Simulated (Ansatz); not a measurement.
`O/C=[C](\[AlH2])[SiH3]` → `[CH2]1O[SiH2][CH2][AlH]1`  (isomerisation)

Isolated molecules relaxed with PBE0-D4/def2-TZVP in Ansatz; ΔE leaves out vibrations. CCSD(T)/CBS is the MP2 limit (def2-TZVPP, def2-QZVPP) plus CCSD(T) − MP2 in def2-TZVPP, frozen cores. DFT in def2-TZVPP. B3LYP here is the variant with VWN-RPA as its local correlation; programs differ in this. Each species was taken in one conformer, which may not be the lowest.

```tsv
level	ΔE (kJ/mol)	difference from CCSD(T)/CBS
r2SCAN-D4	-157.8	3.3
PBE0-D4	-159.9	1.2
ωB97X-V	-164.7	-3.6
ωB97M-V	-163.9	-2.8
B2PLYP	-153.8	7.3
PBE	-146.8	14.3
B3LYP	-147.6	13.5
CCSD(T)/def2-TZVPP	-155.9	5.2
HF/CBS(def2)	-146.1	15.0
CCSD/CBS(def2)	-165.2	-4.1
CCSD(T)/CBS	-161.1	0
```

Largest T1 diagnostic among the species: 0.014.

In def2-TZVPP, CCSD(T) changes the Hartree–Fock value by −11.2 kJ/mol (the triples alone add +4.0 kJ/mol) and MP2 by −19.1 kJ/mol. From PBE to PBE0 (25 % exact exchange), in def2-TZVPP and without D4, ΔE moves by −12.6 kJ/mol.
